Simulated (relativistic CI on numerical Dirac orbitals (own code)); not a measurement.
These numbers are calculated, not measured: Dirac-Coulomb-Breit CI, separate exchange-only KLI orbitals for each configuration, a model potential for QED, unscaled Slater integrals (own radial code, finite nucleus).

Configurations in the expansion (outside the closed core 1s2): 2s², 2s2p, 2p², 2p3s, 2p3p, 2s3s, 2s3p, 2s3d, 2s4s, 2s4p, 2s4d, 2s4f, 2s5s, 3s², 2s5p, 2s5d, 2s5f, 2s5g, 3s3p, 3p². Levels of other configurations are missing.

At this charge energies of transitions that change n are usually good to better than 1 %, and those within a shell (Δn = 0) to a few per cent.

Outline of the computed level scheme of Ba LIII. Lowest level of each configuration: 2s² ¹S0 at 0.00 eV; 2s2p ³P°0 at 110.21 eV; 2p² ³P0 at 318.51 eV; 2s3s ³S1 at 5861.87 eV; 2s3p ³P°0 at 5915.61 eV; 2p3s ³P°1 at 5998.71 eV; 2p3p ³D1 at 6032.21 eV; 2s3d ³D1 at 6069.66 eV; 2s4s ³S1 at 7877.85 eV.

Some strong electric-dipole decays among the lowest 36 levels: 2s3d ³D3 → 2s2p ³P°2 (5.5e+14 s⁻¹); 2s3d ³D2 → 2s2p ³P°1 (4.8e+14 s⁻¹); 2s3d ¹D2 → 2s2p ¹P°1 (4.7e+14 s⁻¹); 2s3d ³D1 → 2s2p ³P°0 (2.3e+14 s⁻¹); 2p3p ³D1 → 2s2p ³P°1 (2.2e+14 s⁻¹); 2p3p ³P0 → 2s2p ³P°1 (2.2e+14 s⁻¹); 2s3p ¹P°1 → 2s² ¹S0 (2.0e+14 s⁻¹); 2p3p ¹S0 → 2s2p ¹P°1 (1.8e+14 s⁻¹).

LS names give the leading component of a level, which can be under half, so a name can repeat, a term be missing and a line seem to break the LS rules.
